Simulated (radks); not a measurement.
Effect of the nuclear size on the gold ion Au+, [Xe] 4f14 5d10. Method: Dirac Kohn-Sham, BLYP, spin-unpolarised, spherical densities, finite nucleus; Fermi nuclear charge, rms radius 5.4371 fm; computed with a radial shooting solver on a logarithmic mesh with Libxc functionals. The rms radius is varied about that value; shifts are against it.

rms radius (fm)  total energy shift (eV)  density at nucleus (e/bohr^3)  1s1/2 shift (meV)  2s1/2 shift (meV)  5s1/2 shift (meV)  5p1/2 shift (meV)  5d5/2 shift (meV)  6s1/2 (empty) shift (meV)  6p1/2 (empty) shift (meV)
4.5019                             -30.9                      2.312e+06             -12400              -1830              -21.1             -0.597              0.086                      -2.20                     -0.113
5.0783                             -12.3                      2.203e+06              -4920               -727              -8.38             -0.237              0.034                     -0.872                     -0.045
5.4371                                 0                      2.144e+06              0.000              0.000              0.000              0.000              0.000                      0.000                      0.000
5.6926                              9.04                      2.105e+06               3630                536               6.17              0.175             -0.025                      0.642                      0.033
6.6713                              45.9                      1.975e+06              18400               2720               31.4              0.895             -0.128                       3.26                      0.168

Slopes of the eigenvalues against <r^2> in GHz/fm^2, as finite differences over the two radii next to the reference (eigenvalue slopes, not the field-shift constants of lines): 1s1/2 312000, 2s1/2 46100, 5s1/2 532, 5p1/2 15.1, 5d5/2 -2.16, 6s1/2 (empty) 55.3, 6p1/2 (empty) 2.84.
